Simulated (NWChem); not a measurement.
Species: Si$_{2}$H$_{4}$, singlet; SMILES [SiH][SiH3]

```xyz
6

Si     0.1248     1.3373     0.4861
H      1.1816     1.3556    -0.6263
Si    -0.0888    -1.0184     0.1143
H      1.2470    -1.6727     0.3224
H     -0.4973    -1.2511    -1.3122
H     -1.0830    -1.7035     0.9981
```
Atoms are numbered in this order, from 1.

Program: NWChem. Low-valent species are run as closed-shell singlets; no triplet was tried in these runs. All runs use the structure optimised with PBE0/def2-SVP. GIAO values for the isolated, static molecule; σ is the absolute isotropic shielding, δ = σ(reference) − σ with the isolated reference molecule computed at the same levels (1H: tetramethylsilane, 29Si: tetramethylsilane).

**Question.** What does the run give for KT2/pcSseg-1? Quantities: δ Si1 (ppm); δ H2 (ppm); δ Si3 (ppm); δ H4 (rotor mean) (ppm).

**Answer.** 
```json
{
 "δ Si1 (ppm)": "1128.9",
 "δ H2 (ppm)": "20.47",
 "δ Si3 (ppm)": "-72.2",
 "δ H4 (rotor mean) (ppm)": "4.40"
}
```
